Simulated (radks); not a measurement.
Q: Numerical settings for the mercury ion Hg2+, [Xe] 4f14 5d10. Calculated with a radial shooting solver on a logarithmic mesh with Libxc functionals: scalar-relativistic Kohn-Sham, PBE, spin-unpolarised, spherical densities, point nucleus. The defaults (mesh step 0.008 in ln r, mesh end at 40 bohr or more with all orbitals vanishing there, Anderson mixing 0.5 over 9 steps, residual threshold near 1e-9 with the energy settled to 1e-9 hartree or 1e-11 of itself, here a cap of 62 iterations) give E = -19621.622 hartree and 5d at -28.782 eV in 15 iterations. Times are rough (one thread of a shared host). One setting is changed at a time: mesh step in ln r 0.03; mesh step in ln r 0.003; mesh step in ln r 0.012; mesh end (bohr) 400; mesh end (bohr) 1; residual threshold 0.01; residual threshold 1e-05; mixing 1; linear mixing, mixing 1; linear mixing, mixing 0.8; mixing history 2; iteration cap 8. Which runs fail to converge, and which converge to a wrong energy?

A: Not converged within the cap: linear mixing, mixing 1; linear mixing, mixing 0.8; iteration cap 8. Settled on a wrong energy, with an occupied level pushed above zero by the early mesh end: mesh end (bohr) 1 (+239 hartree). Apart from these: no run marked as converged misses the energy by more than 1 mhartree.
